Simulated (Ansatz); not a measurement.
Compare A (`C[SiH](F)N[SiH](O)O`) with its isomer B (`CN([SiH2]F)[SiH](O)O`).

Program: Ansatz. Geometries: PBE0-D4/def2-TZVP. ΔE: electronic, gas phase. CCSD(T)/CBS adds triple-zeta CCSD(T) − MP2 to the extrapolated MP2 energy (def2 sets, frozen cores). Functionals use def2-TZVPP. B3LYP here is the variant with VWN-RPA as its local correlation; programs differ in this. One conformer a species, not always the lowest.

(1) Which isomer does CCSD(T)/CBS put lower? Give the gap. (Estimate.)

(2) Give E(B) − E(A) in kJ/mol with HF/def2-TZVPP, PBE0-D4, PBE-D4, CCSD(T)/def2-TZVPP, r2SCAN-D4, CCSD/def2-TZVPP, B3LYP. (An estimate is asked.)

Largest T1 diagnostic: 0.012.

## Answers

(1) The calculation gave: A, by 98.1 kJ/mol.

(2) The calculation gave: HF/def2-TZVPP 96.1, PBE0-D4 97.4, PBE-D4 95.6, CCSD(T)/def2-TZVPP 95.3, r2SCAN-D4 101.9, CCSD/def2-TZVPP 96.1, B3LYP 98.3. None reverses the order clearly.

The D4 term adds −3.8 kJ/mol with B3LYP and −2.1 kJ/mol with PBE0; it sums over pairs of atoms, weighted by their polarisabilities, and B3LYP, whose exchange is more repulsive, gets the larger term.
